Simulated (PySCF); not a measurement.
Spin states and ions at one geometry of [TlCl4]−

PySCF 2.14.0, RKS B3LYP, Tl def2-SVP with ECP60, Cl def2-SVP; non-relativistic Hamiltonian with scalar-relativistic core potentials where named; density fitting; no spin-orbit coupling; singlets restricted, open shells unrestricted. The geometry is relaxed for charge -1, singlet, vacuum:

```xyz
5

Tl    0.0000    0.0000    0.0000
Cl    2.0253    0.0000    1.4599
Cl    0.0000    2.0253   -1.4599
Cl   -2.0253    0.0000    1.4599
Cl    0.0000   -2.0253   -1.4599
```

Energies count from the relaxed state; an electron taken off or put on is at rest in vacuum. Charges and spins are Mulliken's.

| state | energy (eV) | spin squared | charge on Tl1 (e) | spin on Tl1 (e) | dipole about the centre of mass (D) |
| --- | --- | --- | --- | --- | --- |
| charge -1, singlet, vacuum | 0.00 | 0.00 | 0.49 | 0.00 | 0.00 |
| charge 0, doublet, vacuum | 5.97 | 0.75 | 0.57 | -0.06 | 0.01 |

What does the state charge -1, triplet, vacuum give?

energy (eV) 3.57, spin squared 2.01, charge on Tl1 (e) 0.28, spin on Tl1 (e) 0.44, dipole about the centre of mass (D) 0.00.

With an electron taken off (doublet) the charges change, summed by element, by Tl +0.08 e, Cl +0.92 e. The vertical ionisation energy is 5.97 eV, against −ε(HOMO) = 3.95 eV of the relaxed state. The level lies 2.0 eV too high, as is usual for semilocal functionals and global hybrids, which keep a self-interaction error.

Open shells may have lower solutions than those found.
